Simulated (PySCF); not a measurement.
C₆H₈N₂OSi.
Geometry (PBE0-D3(BJ)/def2-SVP, Å), atoms numbered from 1 in this order:
```xyz
18
C6H8N2OSi angstrom
N     -2.773   -0.588   -1.693
C     -2.219   -0.028   -0.844
C     -1.451    0.677    0.173
C     -2.265    1.639    0.897
N     -2.861    2.421    1.509
C     -0.776   -0.335    1.162
O      0.020   -1.261    0.512
C      1.259   -0.787    0.039
C      1.127    0.149   -1.163
Si     0.001    1.592   -0.748
H     -1.564   -0.892    1.690
H     -0.209    0.254    1.910
H      1.833   -1.684   -0.235
H      1.806   -0.282    0.861
H      2.121    0.510   -1.474
H      0.696   -0.401   -2.017
H     -0.535    2.340   -1.916
H      0.611    2.507    0.261
```

Level: PBE0/pcSseg-1 in PySCF, non-relativistic, on one gas-phase PBE0-D3(BJ)/def2-SVP geometry that isn't relaxed in the solvent. The solvent is an IEF-PCM continuum (van der Waals radii × 1.2). The model holds no explicit solvent molecules, cavitation or dispersion.

```csv
run,E − E(gas) (kcal/mol),HOMO (eV),HOMO–LUMO gap (eV),dipole (D)
gas,0.00,-8.43,7.97,5.70
P,-8.92,-8.16,7.72,7.00
Q,-10.32,-8.13,7.68,7.20
```

Question: The runs were made in acetone and tetrahydrofuran. Which run belongs to which solvent?

Answer: P = tetrahydrofuran, Q = acetone. The dielectric constants are 7.426 (tetrahydrofuran), 20.49 (acetone), and the energy falls further as ε rises. In this model the ground state sees the solvent through ε alone.

Question: How constant is the ratio of the lowering to (ε − 1)/(2ε + 1)?

Answer: 
```tsv
solvent	(ε − 1)/(2ε + 1)	E − E(gas) (kcal/mol)	ratio (kcal/mol)	polarisation term (kcal/mol)
tetrahydrofuran	0.405	-8.92	-22.0	-10.41
acetone	0.464	-10.32	-22.2	-12.33
```

The ratio changes by +1.0 % in size from tetrahydrofuran to acetone. The polarisation term is half the interaction of the solute with the induced surface charges.
